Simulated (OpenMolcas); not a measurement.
**Hf I: CASPT2 settings compared**

| Property | Result |
| --- | --- |
| Program | OpenMolcas 26.06 |
| Basis | ANO-RCC-VTZP [8s7p5d3f2g1h] |
| Scalar Hamiltonian | X2C, point nucleus |
| Active space | 4 electrons in 6 orbitals (5d 6s) |
| State averaging | 2S+1 = 5 even, 15 roots; 2S+1 = 3 even, 60 roots kept (CI in the orbitals of an earlier block); 2S+1 = 1 even, 50 roots kept (CI in the orbitals of an earlier block) |
| Spin-orbit coupling | state interaction with AMFI integrals over the reference wave functions, term energies averaged over their components |

Methods on the same reference wave functions:
A. CASSCF
B. SS-CASPT2, IPEA 0.6 Eh, sigma2 regulariser 0.25 Eh (closed shells correlated: none)
C. SS-CASPT2, IPEA 0.5 Eh, sigma2 regulariser 0.15 Eh (closed shells correlated: 5s 5p)
D. MS-CASPT2, IPEA 0.6 Eh, sigma2 regulariser 0.25 Eh (closed shells correlated: none)
E. MS-CASPT2, IPEA 0.5 Eh, sigma2 regulariser 0.15 Eh (closed shells correlated: 5s 5p)
F. XMS-CASPT2, IPEA 0.2 Eh, sigma1 regulariser 0.25 Eh (closed shells correlated: 5s 5p)

Energies in cm⁻¹ above 5d² 6s² ³F₂, the measured ground level; measured values from NIST Handbook of Basic Atomic Spectroscopic Data.

```tsv
Level	A	B	C	D	E	F	Measured
5d² 6s² ³F₂	0.0	0.0	0.0	0.0	0.0	0.0	0.0
5d² 6s² ³F₃	2046	2130	2140	2230	2260	2150	2357
5d² 6s² ³P₀	3179	4540	4510	4380	4180	5050	5522
5d² 6s² ³P₁	3954	5440	5420	5350	5160	6020	6573
5d² 6s² ³F₄	4030	4100	4110	4230	4260	4200	4568
5d³ 6s ⁵F₁	6951	11530	12360	11750	12670	14340	
5d³ 6s ⁵F₂	7613	12220	13060	12450	13360	15040	
5d³ 6s ⁵F₃	8572	13200	14040	13440	14350	16030	
5d³ 6s ⁵F₄	9724	14370	15200	14610	15520	17210	
5d² 6s² ¹G₄	10550	10130	10010	10160	9950	11480	10533
5d³ 6s ⁵F₅	10995	15590	16430	15830	16750	18450	
5d³ 6s ⁵P₁	16018	20040	20730	20180	20950	21890	
5d³ 6s ⁵P₂	16476	20370	21070	20410	21180	22150	
5d³ 6s ⁵P₃	17366	21390	22090	21600	22380	23320	
5d³ 6s ³G₃	19774	22020	23020	22280	23360	25650	
5d³ 6s ³G₄	20104	22440	23430	22690	23760	26070	
5d³ 6s ³G₅ [71 %]	20961	23370	24350	23620	24680	26970	
5d³ 6s ³F₂(1) [52 %]	22580	23150	24090	23270	24280	26270	
5d³ 6s ³D₁(1)	22613	23780	24840	23690	24810	26350	
5d³ 6s ³H₄	23211	25450	26350	25680	26660	29020	
5d³ 6s ³H₆	24199	26640	27530	26880	27850	30250	
5d³ 6s ³H₅	24217	26650	27570	26890	27890	30270	
5d³ 6s ³P₀(1) [51 %]	24917	26660	27510	26350	27320	28480	
5d³ 6s ³F₄(1)	26614	26840	27760	26990	27990	30220
```

Deviations, from unrounded energies. A percentage is the sum of absolute deviations over the sum of measured energies, with the sign that they share, or ± where signs differ.

```tsv
Against measurement	Levels	A	B	C	D	E	F
mean absolute deviation (cm-1)	5	1200	640	680	640	750	510
fine structure of the ground term (%)	2	-12.3	-10.0	-9.8	-6.7	-5.9	-8.3
other terms of the ground configuration (%)	3	±22.0	-11.1	-11.9	-12.1	-14.7	±8.7
```

F lies closest to measurement on these levels and A furthest from it. The largest miss of F in the table is 5d² 6s² ¹G₄, by +950 cm-1. The ranking rests on the paired levels alone, and a cruder setting can come out closer through cancelling errors.

Among B to F the level of the table that moves most is 5d³ 6s ³G₄, by 3600 cm-1 (lowest in B, highest in F). Moves below CASPT2's spread within the term are not significant.

The mean deviations of B to F differ by less than CASPT2's widest spread within a term (1100 cm-1), so their order carries little weight.

From A to B the spin-free energies of the other terms of 5d² 6s² shown, above ³F, scale by factors of 0.93 to 1.69.

The lowest spin-free term lies below A's lowest term by 0.045 hartree in B, 0.277 hartree in C, 0.045 hartree in D, 0.278 hartree in E, 0.303 hartree in F.

Term energies are means over components that CASPT2 splits; among the terms shown or strongly mixed into the levels shown the widest spread is 1100 cm-1 (5d² 6s² ¹G, E). Over all roots computed the reference weight is 0.88 to 0.94 in C, 0.88 to 0.94 in E, 0.87 to 0.93 in F; the roots of lowest weight are the least certain, and an intruder state may touch them. Terms from blocks run as CI alone lack orbitals of their own. Configurations are named by rounded mean occupations; where the s occupation lies near a half they are strongly mixed, a name can repeat and a true partner stay unpaired. A single d shell beside an s shell can misplace configurations of different d count against each other. The CASPT2 spread within a term exceeds the gap to the next term for 5d³ 6s ³F(1) and 5d³ 6s ³H, so the order of their levels is uncertain, and so are names and mixing where such terms share a J (figures for D; the like holds for E, F). Without dynamic correlation excited terms often stand tens of per cent too high (terms of higher spin than the ground term too low), and those without a measured partner can miss by more than the paired ones (holds for A). Some terms miss by over 15 % even with CASPT2, which points to a basis or an active space too small for the shells correlated (holds for B; C; D; E). Computed and measured levels are paired by configuration, term and J; levels that our copy of the source lacks, or whose pairing is in doubt (as where it misses far off the trend of its configuration), stay unpaired and out of the deviations. Levels of configurations outside the active space are missing. Levels that lie high or do not pair safely by name in every column are left out.

A share in square brackets marks a mixed level and gives the weight of the term that names it, the lowest over the columns. A number in round brackets counts repeated terms of one configuration in the order of the reference energies.
